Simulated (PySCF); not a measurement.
Computed IR spectrum (relative IR intensity) of a molecule C2H12N2Si2. The structure is a stationary point at ωB97X-D3(BJ)/def2-SVP. One conformer was computed; it need not be the lowest. The numbers are results of ωB97X-D3(BJ)/def2-SVP (PySCF 2.14.0), not measurements. Frequencies are harmonic and unscaled.

Lines under 2 % of the strongest are left out, and lines within 2 cm⁻¹ are merged.

```
ν (cm⁻¹)  relative intensity
--------  ------------------
225                      3.0
299                      3.0
361                       30
376                      8.1
652                      2.0
710                      3.7
725                      4.7
761                       10
824                      5.6
858                       19
906                       72
933                      100
946                       16
969                       25
981                       20
1012                      58
1213                      18
1221                      51
1282                      13
1483                     2.3
1501                     2.2
1552                      16
2207                      52
2228                      43
2232                      44
2247                      23
3026                      18
3102                     7.8
3138                     4.9
3164                     3.0
3630                     9.3
3728                     8.9
```

Q: Pick the molecule that these values belong to.
A) C[SiH](C)N[SiH2]N
B) CN([SiH3])[Si@@H](C)N
C) CN[SiH2]N(C)[SiH3]
D) CC[Si](N)(N)[SiH3]

A: B, CN([SiH3])[Si@@H](C)N
